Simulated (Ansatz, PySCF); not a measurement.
Gas-phase reaction (SMILES): C[Si](C)(C)C + [H][H] (H2) → C[SiH](C)C + C (CH4); hydrogen cleaves one Si-C bond, a model of a ligand-exchange step.

Each molecule is optimised on its own at B3LYP-D3(BJ)/def2-TZVP (Ansatz, a quantum-chemistry and plane-wave program). Valence correlation only, unless marked. No spin-orbit coupling. Non-relativistic. CBS marks a two-point X^-3 extrapolation of the correlation energy; Hartree-Fock from the larger set. Thermal terms are rigid-rotor harmonic-oscillator values from B3LYP-D3(BJ) frequencies (Ansatz or PySCF) at 298.15 K and 1 atm. 1 Eh = 627.5095 kcal/mol.

| species | E, CCSD(T)/CBS(cc-pV(T+d)Z,cc-pV(Q+d)Z) (Ansatz) (Eh) | E, PBE/def2-TZVPD (Ansatz) (Eh) | H - E (Eh) |
|---|---|---|---|
| C[Si](C)(C)C | -448.55466 | -448.86576 | 0.15714 |
| [H][H] (H2) | -1.17450 | -1.16589 | 0.01336 |
| C[SiH](C)C | -409.27984 | -409.57969 | 0.12691 |
| C (CH4) | -40.45816 | -40.46301 | 0.04840 |

### Question
Work out ΔE and ΔH at 298.15 K at the first level, then ΔH at the second.

### Answer

1. ΔE = [(-409.27984) + (-40.45816)] - [(-448.55466) + (-1.17450)] = -0.00884 Eh = -5.5 kcal/mol at CCSD(T)/CBS(cc-pV(T+d)Z,cc-pV(Q+d)Z).
2. The terms H - E add up to 0.00481 Eh, so ΔH = (-0.00884 + (0.00481))×627.5095 = -2.5 kcal/mol.
3. At PBE/def2-TZVPD the same steps give ΔE = -6.9 and ΔH = -3.9 kcal/mol, a shift of -1.4 from the first level.
4. These values are not checked against measurement here, since the tables used lack a sound gas-phase enthalpy of formation for at least one species.
